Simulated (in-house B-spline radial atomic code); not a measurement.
# Response and correlation of Lu⁵⁷⁺

Closed shell [Ne] 3s2 (3p1/2)2. Computed with an all-electron radial atomic-structure program (B-spline basis): Dirac-Hartree-Fock, relativistic RPA (time-dependent Dirac-Hartree-Fock) for the response and second-order many-body perturbation theory for correlation, no-pair Dirac-Coulomb Hamiltonian, finite nucleus.

The shells are closed in jj coupling only; the real ground state mixes other jj configurations.

Command:
```bash
python run_mb.py task.json out
```
Settings (nuclear radius in fm, box in bohr, cutoff in hartree; a minus after a letter marks j = l - 1/2):
```
basis_form          2
Z                   71
core_configuration  [Ne] 3s2 3p-2
rms_radius          5.37
mass_number         175
speed_of_light      137.036
box_radius          1.748
lmax                7
intervals           55
virtual_cutoff      126025.0
```

Cost of the run: 1.2 s on 1 thread of Intel(R) Xeon(R) 6975P-C, with other jobs on the host.

```csv
"multipole (bohr³, bohr⁵, bohr⁷)",uncoupled,coupled RPA
dipole,0.0027974,0.0028634
quadrupole,8.9159e-05,0.00010533
octupole,2.3053e-06,?
```

(1) What is the coupled octupole polarisability?

(2) Which subshells carry the dipole polarisability?

(3) What does the dipole shielding factor come to?

Dipole polarisability at imaginary frequency:

```
u (Eh)  α(iu) (bohr³)
     0       0.002863
  22.1       0.001347
  66.3      0.0003758
   133      0.0001715
   221      9.574e-05
   442      3.861e-05
   883      1.287e-05
  2210      2.432e-06
```

(4) What dispersion coefficients follow for two such ions (the dispersion part alone)?

Lowest J = 1 odd-parity excitations:

```
energy (eV)  oscillator strength  leading channel  weight
     473.88                0.178     3s1/2 → p3/2   0.831
     537.96                0.808     3p1/2 → d3/2   0.853
     2670.9               0.0819     3p1/2 → s1/2   0.998
     2896.9                0.436     3s1/2 → p1/2   0.959
     2951.1                0.556     3p1/2 → d3/2   0.959
     3026.5                0.269     3s1/2 → p3/2   0.998
     3907.1               0.0193     3p1/2 → s1/2   0.999
     4043.6                0.239     3p1/2 → d3/2   0.989
```

Second-order correlation energy by the highest angular momentum of the excited pair (hartree): s -0.02481, p -0.228, d -0.3786, f -0.08327, g -0.02829, h -0.01054, i -0.004795, k -0.00248.

(5) What is the second-order correlation energy at the partial-wave limit?

Answers

(1) 2.4658e-06 atomic units, +7 % against the uncoupled value.

(2) 3s1/2 59.6 %, 3p1/2 39.3 %, 2p3/2 0.8 %.

(3) The dipole shielding factor is 0.197, against the exact N/Z = 14/71 = 0.197 of the non-relativistic theorem.

(4) C6 = (3/π)∫α(iu)²du = 0.000135 hartree·bohr⁶ and C8 = 2.615e-05 hartree·bohr⁸.

(5) The listed waves sum to -0.76084 hartree; extrapolating the increments as (l + 1/2)⁻⁴ gives -0.76591 hartree, -1.49 eV per electron.
